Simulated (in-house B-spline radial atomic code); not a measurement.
Configurations of neutral terbium, with energies counted from [Xe] 4f9 6s2. Level of theory: scalar-relativistic (X2C) HSE06, spin-polarised, spherical fractional occupations, exact exchange averaged over the configuration, Fermi nucleus of rms radius 5.06 fm; calculated with an all-electron radial atomic-structure program (B-spline basis). Shells without spins written out take the highest spin.

Occupations are held fixed; configurations that lie above the ionisation limit could autoionise.

```tsv
configuration	E - E(ref) (eV)	highest orbital	its <r> (bohr)
[Xe] 4f8 6s2 6p1	1.8883	6p up	4.926
[Xe] 4f8 6s2 7s1	3.9582	7s up	9.346
[Xe] 4f8 6s2 7f1	5.8283	7f up	40.32
[Kr] 4d10 4f9 5s2 5p5 5d1 6s2	22.465	5d up	2.725
[Kr] 4d9 4f9 5s2 5p6 6s2 7s1	149.86	7s up	9.341
```

(1) Order these further configurations by energy, lowest first.
A. [Xe] 4f9 6s1 6d1
B. [Xe] 4f8 6s2 6f1
C. [Xe] 4f9 6s1 7p1
D. [Kr] 4d9 4f9 5s2 5p6 6s2 7p1
E. [Kr] 4d10 4f9 5s2 5p5 6s2 7s1

(2) How far above the reference does [Kr] 4d9 4f9 5s2 5p6 6s2 6p1 lie?

Results:

(1) C (4.0749 eV), A (4.214 eV), B (5.6494 eV), E (26.425 eV), D (150.48 eV).

(2) 147.79 eV; its least bound orbital is 6p up with <r> = 4.921 bohr.
